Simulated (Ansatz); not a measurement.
Saddle point of ZnNH$_{4}$ClO, closed shell (ZnNH₂Cl ([NH2][Zn][Cl]) + H₂O → ZnHClO ([OH][Zn][Cl]) + NH₃ (still joined by a long Zn–N bond); bonds formed: N2–H4; dative contacts that become bonds: Zn1–O5; bonds broken: H4–O5; bonds weakened to dative contacts: Zn1–N2), PBE0-D4/def2-TZVP structure:

| atom | x (Å) | y (Å) | z (Å) |
| --- | --- | --- | --- |
| Zn1 | -0.8367 | 0.3010 | -0.6177 |
| N2 | 0.9753 | -0.4321 | -0.4428 |
| Cl3 | -2.6225 | 0.7440 | -1.6639 |
| H4 | 0.5857 | -0.0404 | 0.7849 |
| O5 | -0.2804 | 0.5611 | 1.3122 |
| H6 | 1.1029 | -1.4192 | -0.6212 |
| H7 | 1.7484 | 0.0594 | -0.8710 |
| H8 | -0.6727 | 0.2262 | 2.1193 |

Energies are electronic, without zero-point energy. Barriers and step energies count from the start structure reached by relaxing down the imaginary mode; all methods use the PBE0-D4 structures, on which another method's saddle can fall below an end. Computed with Ansatz 0.2.0 (basis: def2-TZVPP, with def2-QZVPP for the basis limit); correlated methods freeze the cores. The 3s and 3p shells of Cu and Zn are frozen; filled d shells are correlated. B3LYP uses VWN-RPA correlation. Extrapolation: Hartree–Fock as exp(−7.88 √X), correlation as X^−2.97.

| method | barrier (kcal/mol) | step energy (kcal/mol) |
| --- | --- | --- |
| SPW92 | 0.12 | -12.02 |
| PBE-D4 | 3.87 | -13.08 |
| BLYP-D4 | ? | -13.86 |
| r2SCAN-D4 | 4.36 | -14.49 |
| B97M-V | 7.45 | -14.65 |
| PBE0-D4 | 4.78 | -13.81 |
| B3LYP-D4 | 5.96 | -14.40 |
| r2SCAN0-D4 | 5.01 | -14.67 |
| BHLYP-D4 | 7.13 | -15.36 |
| CAM-B3LYP-D4 | 5.55 | -14.73 |
| wB97X-V | 5.95 | -14.83 |
| wB97M-V | 6.49 | -13.83 |
| B2PLYP | ? | -14.63 |
| PBE-QIDH | 5.37 | -14.48 |
| RPA on PBE | 6.37 | -14.20 |
| HF | ? | -17.12 |
| MP2 | 5.88 | -14.20 |
| CCSD | 7.16 | -14.82 |
| CCSD(T) | 6.34 | -14.34 |

Q: Fill in the withheld barriers. (To be estimated.)

A: Computed: BLYP-D4 5.49; B2PLYP 6.09; HF 10.92 kcal/mol. Each is the energy of the saddle less that of the start structure, by the same method.

For comparison, the barrier by CCSD(T) at an estimated basis limit (MP2 extrapolated from triple and quadruple zeta, plus CCSD(T) − MP2 in triple zeta) is 6.25 kcal/mol.

No T1 diagnostic of these runs exceeds 0.014.

The step is the kind of ligand exchange by which a precursor binds to a hydroxyl group, or is hydrolysed, in atomic layer deposition of oxides.

Labels in which every atom is bracketed show which atoms are joined, not bond orders.

For scale, one of the runs: CCSD(T)/def2-TZVPP, 224 basis functions, launched by `ansatz run in.yaml --threads 8 --pin off --events-out ev --progress --plain --max-ram 19148MiB`. The run took 23 s on 8 CPU threads of an Intel Xeon 6975P-C (shared host), with 3.9 GiB of host memory at its peak.
